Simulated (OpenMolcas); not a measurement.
**Computed transition rates of S⁺**

```yaml
Program: OpenMolcas 26.06
Method: "SS-RASPT2, IPEA 0.25 Eh, imaginary shift 0.1 Eh (closed shells correlated: 2s 2p)"
Basis: ANO-RCC [8s7p5d4f2g]
Scalar_Hamiltonian: DKH2, point nucleus
Active_space: 5 electrons in 9 orbitals (RAS2 3s 3p; RAS3 3d, at most 2 electrons)
State_averaging: 2S+1 = 4 odd, 1 root; 2S+1 = 2 odd, 8 roots; 2S+1 = 4 even, 3 roots; 2S+1 = 2 even, 8 roots
Spin-orbit_coupling: RASSI with atomic mean-field integrals over the reference wave functions, term energies averaged over their components
```

Rates come from the transition moments of the reference wave functions (E1 and E2 in the length form). At fixed line strength A goes as λ^-3 for E1 and M1 and as λ^-5 for E2, so a rate at the computed wavelength can be rescaled to the measured one. Measured vacuum wavelengths follow from level energies in NIST Handbook of Basic Atomic Spectroscopic Data. Branching counts decays inside the model space alone, at computed energies, and the table is only a selection of the E2 and M1 lines, drawn from those between levels with measured partners whose computed energy lies within a factor of 1.5 of the measured one.

```
          Upper            Lower  Type  λ computed (nm)  λ measured (nm)  A computed (s-1)  A rescaled (s-1)  Branching %
3s2 3p3 2P* 1/2  3s2 3p3 2D* 5/2    E2             1002             1037          7.97e-02          6.71e-02         25.1
3s2 3p3 2P* 3/2  3s2 3p3 2D* 5/2    E2             1000             1032          1.40e-01          1.20e-01         28.5
3s2 3p3 2P* 3/2  3s2 3p3 2D* 5/2    M1             1000             1032          3.51e-02                            7.1
3s2 3p3 2P* 1/2  3s2 3p3 2D* 3/2    E2            999.6             1034          1.21e-01          1.02e-01         38.1
3s2 3p3 2P* 1/2  3s2 3p3 2D* 3/2    M1            999.6             1034          3.90e-02                           12.3
3s2 3p3 2P* 3/2  3s2 3p3 2D* 3/2    M1            997.9             1029          6.28e-02                           12.8
3s2 3p3 2P* 3/2  3s2 3p3 2D* 3/2    E2            997.9             1029          6.02e-02          5.16e-02         12.2
3s2 3p3 2D* 3/2  3s2 3p3 4S* 3/2    M1            672.9            673.3          4.39e-04                           78.2
3s2 3p3 2D* 3/2  3s2 3p3 4S* 3/2    E2            672.9            673.3          1.23e-04                           21.8
3s2 3p3 2D* 5/2  3s2 3p3 4S* 3/2    E2            671.9            671.8          1.92e-04                           95.1
3s2 3p3 2P* 1/2  3s2 3p3 4S* 3/2    M1            402.2            407.8          7.80e-02                           24.6
3s2 3p3 2P* 3/2  3s2 3p3 4S* 3/2    M1            401.9              407          1.94e-01                           39.4
```

Spin-changing lines and M1 lines between different terms are not rescaled, since their strength hangs on the term gaps too.

The largest correction is for 3s2 3p3 2P* 1/2 → 3s2 3p3 2D* 5/2 (E2): 7.97e-02 × (1002 / 1037)^5 = 6.71e-02 s-1, a factor of 0.84.

No measured rate stands beside these. Rescaling mends the energy factor alone: line strengths can still be far off where a level mixes with configurations outside the active space, and weak or spin-changing lines hang on small mixing coefficients that depend on the term gaps too, so rescaling need not improve them.

The run also gave levels led by 3s2 3p2 3d, which use shells meant for correlation; these and all levels above them are left out. Measured partners are found by configuration, term and J. A level has none where our copy of the source lacks it or the pairing is in doubt (some pairs that miss far off the trend of their configuration count as doubtful). Only configurations of the active space appear.

* marks odd parity.
